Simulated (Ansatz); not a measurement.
Basis-set extrapolation for C4H2F8 (`FCC(F)(F)C(F)(F)C(F)(F)F`) (PBE0-D4/def2-TZVP geometry, frozen core, Ansatz). Multiplicity 1, RHF reference.

|  | def2-TZVPP | def2-QZVPP |
| --- | --- | --- |
| HF | -948.555356 | -948.595527 |
| MP2 correlation | -2.609841 | -2.845814 |
| CCSD(T) correlation | -2.715139 | not run |

Energies in hartree. Use E(X) = E(∞) + A·exp(−7.88·√X) for Hartree–Fock and E(X) = E(∞) + B·X^(−2.97) for correlation, with X = 3 and 4, and add CCSD(T) minus MP2 of the smaller set to the MP2 limit.

Task: What is the CCSD(T) energy at the basis-set limit?

Result: HF limit: -948.595527 + (-0.040171) × 0.13774 = -948.60106. MP2 limit: -2.845814 + (-0.235973) × 0.74074 = -3.02061. Higher-order term: -2.715139 − (-2.609841) = -0.10530. Total: -951.72697 hartree, 286.4 kcal/mol below CCSD(T)/def2-TZVPP.
